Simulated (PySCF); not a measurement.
**UHF on Os (osmium, neutral)**

Configuration: [Xe] 4f14 5d8, high-spin 3F determinant (an excited configuration). Computed with PySCF 2.14 in ANO-RCC-VTZP (8s7p5d3f2g1h, 104 functions), with the spin-free X2C one-electron Hamiltonian (Gaussian nucleus).

| Item | Value |
| --- | --- |
| Total energy | -17249.263206 hartree |
| One-electron energy | -23679.8437 hartree |
| Hartree (Coulomb) energy | 6770.4783 hartree |
| Exchange energy | -339.8978 hartree |
| ⟨S²⟩ | 2.0058 |
| ⟨L²⟩ | 12.042 |
| Sum of ⟨r⟩ | 44.78 bohr |
| Sum of ⟨r²⟩ | 59.38 bohr² |
| Langevin diamagnetic susceptibility | -47.0 ×10⁻⁶ cm³/mol |

| shell | electrons | mean orbital energy (hartree) | spread (hartree) | rms radius, mean of both spins (bohr) |
| --- | --- | --- | --- | --- |
| 1s β | 1 | -2728.71861 | 0 | 0.0200 |
| 1s α | 1 | -2728.71782 | 0 | 0.0200 |
| 2s α | 1 | -480.41064 | 0 | 0.0809 |
| 2s β | 1 | -480.40418 | 0 | 0.0809 |
| 2p α | 3 | -419.70491 | 0 | 0.0739 |
| 2p β | 3 | -419.69823 | 0 | 0.0739 |
| 3s α | 1 | -114.02483 | 0 | 0.207 |
| 3s β | 1 | -114.02410 | 0 | 0.207 |
| 3p α | 3 | -95.80985 | 0 | 0.209 |
| 3p β | 3 | -95.80880 | 0 | 0.209 |
| 3d α | 5 | -74.65899 | 0.00258 | 0.191 |
| 3d β | 5 | -74.65389 | 0.00824 | 0.191 |
| 4s α | 1 | -25.16530 | 0 | 0.459 |
| 4s β | 1 | -25.15814 | 0 | 0.459 |
| 4p α | 3 | -19.06087 | 0 | 0.488 |
| 4p β | 3 | -19.05318 | 0 | 0.488 |
| 4d α | 5 | -11.19032 | 0.00810 | 0.526 |
| 4d β | 5 | -11.17757 | 0.01897 | 0.526 |
| 5s α | 1 | -3.81059 | 0 | 1.09 |
| 5s β | 1 | -3.73239 | 0 | 1.09 |
| 4f α | 7 | -2.42194 | 0.01081 | 0.611 |
| 4f β | 7 | -2.41320 | 0.00311 | 0.611 |
| 5p α | 3 | -2.18453 | 0 | 1.27 |
| 5p β | 3 | -2.06422 | 0 | 1.27 |
| 5d α | 5 | -0.28459 | 0.03250 | 2.14 |
| 5d β | 3 | -0.22985 | 0 | 2.14 |

Spin-orbit coupling, absent here, splits the open shell strongly.

Densities and radii are taken from the X2C orbitals without a picture-change correction, which distorts them close to the nucleus.

Spin-orbit constants ζ (cm⁻¹) from the X2C one-electron operator on these orbitals: bare nucleus, nucleus screened by l(l+1)(2l+1)/3 electrons, and screened by the Breit-Pauli mean field of the electrons.

```tsv
shell	bare	screened nucleus	mean field
2p	7733000	7529000	n/a
3p	1704000	1659000	n/a
3d	264300	229500	n/a
4p	394700	384400	n/a
4d	53350	46330	n/a
4f	10020	6330	n/a
5p	55500	54040	n/a
5d	3460	3005	n/a
```

To first order the Landé constant is A = -1503 cm⁻¹, so the lowest level has J = 4 and lies 0.559 eV below the centre of the term. This holds in LS coupling only.
